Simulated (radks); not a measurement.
Effect of the nuclear size on the neodymium ion Nd3+, [Xe] 4f3. All-electron calculation, Dirac Kohn-Sham, PBE, spin-unpolarised, spherical densities, finite nucleus; open shells are shared between the two j in proportion to 2j + 1; Fermi nuclear charge, rms radius 4.9123 fm. Program: a radial shooting solver on a logarithmic mesh with Libxc functionals. The rms radius is varied about that value; shifts are against it.

\begin{tabular}{lrrrrrrrrr}
rms radius (fm) & total energy shift (eV) & density at nucleus (e/bohr^3) & 1s1/2 shift (meV) & 2s1/2 shift (meV) & 4p1/2 shift (meV) & 5s1/2 shift (meV) & 5p1/2 shift (meV) & 4f7/2 shift (meV) & 6s1/2 (empty) shift (meV) \\ \hline
4.4112 & -2.51 & 4.646e+05 & -1040 & -129 & 0.272 & -1.05 & 0.072 & 0.187 & -0.211 \\
4.4211 & -2.46 & 4.644e+05 & -1020 & -127 & 0.267 & -1.03 & 0.071 & 0.183 & -0.207 \\
4.9123 & 0 & 4.536e+05 & 0.000 & 0.000 & 0.000 & 0.000 & 0.000 & 0.000 & 0.000 \\
5.3348 & 2.28 & 4.454e+05 & 944 & 117 & -0.247 & 0.958 & -0.065 & -0.170 & 0.191 \\
5.5804 & 3.67 & 4.409e+05 & 1520 & 189 & -0.398 & 1.54 & -0.105 & -0.273 & 0.308 \\
\end{tabular}

Slopes of the eigenvalues against <r^2> in GHz/fm^2, as finite differences over the two radii next to the reference (eigenvalue slopes, not the field-shift constants of lines): 1s1/2 53300, 2s1/2 6630, 4p1/2 -13.9, 5s1/2 54.0, 5p1/2 -3.69, 4f7/2 -9.58, 6s1/2 (empty) 10.8.
